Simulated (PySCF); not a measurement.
Relaxation of doublet PtCl3

All numbers come from PySCF, UPBE0, basis Pt def2-SVP with ECP60, Cl def2-SVP (scalar-relativistic core potentials, no spin–orbit coupling, density fitting). A (50,194) grid was used.

A hand-made T-shaped start, of C2v symmetry, held to at least that symmetry:

```xyz
4
charge 0 multiplicity 2, angstrom
Pt    0.0000    0.0000   -0.2770
Cl    0.0000    0.0000    1.9430
Cl    2.2186    0.0000   -0.1995
Cl   -2.2186    0.0000   -0.1995
```

Optimiser trace:
```json
{"step": "0", "E − E(last) (kJ/mol)": "11.96", "largest gradient (Eh/bohr)": "0.01248"}
{"step": "1", "E − E(last) (kJ/mol)": "3.49", "largest gradient (Eh/bohr)": "0.00607"}
{"step": "2", "E − E(last) (kJ/mol)": "0.11", "largest gradient (Eh/bohr)": "0.00128"}
{"step": "3", "E − E(last) (kJ/mol)": "0.00", "largest gradient (Eh/bohr)": "0.00031"}
{"step": "4", "E − E(last) (kJ/mol)": "0.00", "largest gradient (Eh/bohr)": "0.00003"}
```

It ends at C2v with Pt–Cl 2.226 Å (×2), Pt–Cl 2.236 Å; Cl–Pt–Cl 94.1° (×2), Cl–Pt–Cl 171.7° (after a last refinement on a finer grid). A frequency run shows a minimum. Other isomers or separated fragments may lie lower.

Final geometry:
Coordinates in bohr (charge 0 multiplicity 2):
```
Pt    0.0000    0.0000   -0.4218
Cl    0.0000    0.0000    3.8043
Cl    4.1952    0.0000   -0.7244
Cl   -4.1952    0.0000   -0.7244
```

Open d and f shells are described by one determinant, and the ground state may have another occupation or spin. With an element this heavy the missing spin–orbit coupling can shift these numbers.

The relaxation took of the order of 40 core-seconds on a shared host.
